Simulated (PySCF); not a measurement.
CH4BrFOSi, SMILES [SiH](OC)(Br)F. Atoms are numbered in the order given.

```xyz
9

Si    -0.4553     0.3377     0.4835
F     -0.6323     1.8765     0.0221
Br     1.5169    -0.3748    -0.1567
O     -1.5722    -0.5930    -0.2642
C     -2.9693    -0.4599    -0.1549
H     -0.5707     0.3107     1.9577
H     -3.3182     0.4909    -0.5910
H     -3.3057    -0.5089     0.8959
H     -3.4388    -1.2880    -0.7042
```
Charge 0, spin multiplicity 1.

Geometry: PBE0-D3(BJ)/def2-SVP. This is a generated structure with no PubChem entry under its InChIKey; it may be hypothetical. The values are those of a single conformer.

Computed with PBE/def2-TZVP run with PySCF.

The molecule is in vacuum.

```json
{
 "total_energy": "-3078.71381 hartree",
 "highest_occupied_level": "-7.32 eV",
 "lowest_empty_level": "-0.52 eV",
 "orbital_gap": "6.80 eV",
 "dipole_moment": "0.432 e·Å",
 "quadrupole, principal values (traceless, Buckingham form, about the centre of nuclear charge)": "-6.93, -1.46, 8.38 D·Å",
 "mean_static_polarisability": "60.1 bohr³ (8.91 Å³)",
 "polarisability_principal_values": "49.9, 53.9, 76.5 bohr³"
}
```
